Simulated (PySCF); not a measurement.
## How methods differ on the excitation energy of Ga

Ga [Ar] 3d10 4s2 4p1 (2P) → Ga [Ar] 3d10 4s2 4d1 (2D), as a difference of total energies. Calculation: PySCF 2.14, in dyall-av2z; no relativity, point nucleus. Correlated levels: valence: [Ar] 3d10 frozen; virtual orbitals above 40 to 60 times the deepest correlated orbital energy dropped. The calculations carry no spin-orbit coupling.

```tsv
method	excitation energy (eV)
UHF	5.029
LDA	4.763
PBE	4.575
PBE0	4.747
r2SCAN	4.930
HSE06	4.729
B97-3	4.654
wB97X-V	5.142
BP86	4.588
MP2 (valence)	5.056
SCS-MP2 (valence)	5.037
```

Problem. How much does correlation contribute at MP2 (valence)?

Solution. 5.056 − (5.029) = 0.027 eV, measured against UHF.

These non-relativistic numbers lack the scalar-relativistic shift.

Errors of the correlated levels include the incompleteness of this basis and the frozen core.

The promoted electron is Rydberg-like, and one or two diffuse shells describe it only roughly, which tends to raise the upper state.

In the upper state the promoted electron has a positive orbital energy at LDA, PBE, r2SCAN, HSE06, B97-3, BP86, so the basis confines it.

For comparison: 4.245 eV (measured; NIST levels, between the centres of gravity of the two terms).
